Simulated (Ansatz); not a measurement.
Reading a saddle point

A first-order saddle point of AlH3Cl2O, closed shell, PBE0-D4/def2-TZVP, with one imaginary mode of 1247i cm⁻¹:

```
7
angstrom
Al -0.5527 -0.3229 -0.1090
O 0.7492 0.9370 -0.3088
Cl 0.0237 -2.1933 -0.8450
Cl -2.5105 0.3444 -0.3383
H 0.6592 0.5444 0.8595
H 0.0541 -0.0550 1.5025
H 1.5771 0.7453 -0.7608
```

Ansatz 0.2.0; basis: def2-TZVPP and def2-QZVPP; cores frozen in the correlated methods. Extrapolation: Hartree–Fock as exp(−7.88 √X), correlation as X^−2.97.

Problem. Which contacts change along the imaginary mode, and what lies on either side? (A judgement: the text doesn't fix the answer.)

Solution. The calculation gives: The step is AlHCl₂O ([OH][Al]([Cl])[Cl]) + H₂ → AlHCl₂ ([Cl][AlH][Cl]) + H₂O (still joined by a long Al–O bond), with the molecules in contact on both sides. Shortening one way: Al1–H6, O2–H5; lengthening the same way: Al1–O2, H5–H6.
```tsv
pair	one side (Å)	saddle (Å)	other side (Å)
Al1–H6	2.31	1.74	1.58
O2–H5	2.62	1.24	0.96
Al1–O2	1.68	1.82	1.97
H5–H6	0.76	1.07	2.77
```

Problem. Which side is lower, and how far does the saddle lie above each? (To be estimated.)

Solution. The calculation gives: The side with Al1–O2, H5–H6 short is lower by 4.16 kcal/mol; the saddle lies 25.18 kcal/mol above it and 21.02 kcal/mol above the other (CCSD(T) at an estimated basis limit (MP2 extrapolated from triple and quadruple zeta, plus CCSD(T) − MP2 in triple zeta); electronic energies).

T1 diagnostic: at most 0.011.

Labels in which every atom is bracketed show which atoms are joined, not bond orders.

For scale, one of the runs: CCSD(T)/def2-TZVPP, 199 basis functions, launched by `ansatz run in.yaml --threads 3 --pin off --events-out ev --progress --plain --max-ram 6092MiB`. The run took 28 s on 3 CPU threads of an Intel Xeon (shared host), with 2.4 GiB of host memory at its peak.
